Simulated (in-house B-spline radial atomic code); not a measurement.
**BSE on G0W0@HF excitations of O⁴⁺**

Method: BSE on G0W0@HF. Computed with a B-spline radial code for spherical atoms: linear response of the closed shell [He] 2s2 with a statically screened interaction on G0W0 levels; non-relativistic, point nucleus, no spin-orbit coupling, no double excitations, S, P, D and F terms only.

Command:
```bash
python run_td.py task.json out
```
Settings (radii: box in bohr, nucleus in fm):
```
Z                        8
electrons                4
configuration            [He] 2s2
hamiltonian              nr
method                   bse
box_radius               19.1
intervals                48
```

Run time, properties included: 0.4 s on 1 thread of Arm Neoverse N1, on a shared host.

The lowest states, in the order of their Tamm-Dancoff energies; the method's threshold (minus the highest G0W0 level) is 113.35 eV. Labels give the largest channel, * marks a mixed state, and oscillator strengths are full-response dipole values. Energies in eV:

| state | full response | Tamm-Dancoff | oscillator strength |
| --- | --- | --- | --- |
| 2s → 2p 3P | 8.783 | 9.405 | - |
| 2s → 2p 1P | 18.770 | 20.261 | 0.485 |
| 2s → 3s 3S | 67.79 | 67.81 | - |
| 2s → 3s 1S | ? | ? | - |
| 2s → 3p 3P | 72.15 | 72.15 | - |
| 2s → 3p 1P | 72.93 | 72.95 | 0.392 |
| 2s → 3d 3D | 74.37 | 74.38 | - |
| 2s → 3d 1D | ? | ? | - |
| 2s → 4s 3S | 89.09 | 89.09 | - |
| 2s → 4s 1S | 89.78 | 89.79 | - |

Where does 2s → 3s 1S lie?

At 70.04 eV in full response, 70.06 eV in Tamm-Dancoff.

Where does 2s → 3d 1D lie?

At 75.82 eV in full response, 75.83 eV in Tamm-Dancoff.

How large is the singlet-triplet splitting of 2s → 2p (P terms) in Tamm-Dancoff?

10.9 eV, from the unrounded values.

What polarisabilities and dispersion coefficient does the method give?

Dipole 1.116 bohr³, quadrupole 0.4848 bohr⁵, C6 0.7294 hartree·bohr⁶ for two such species.
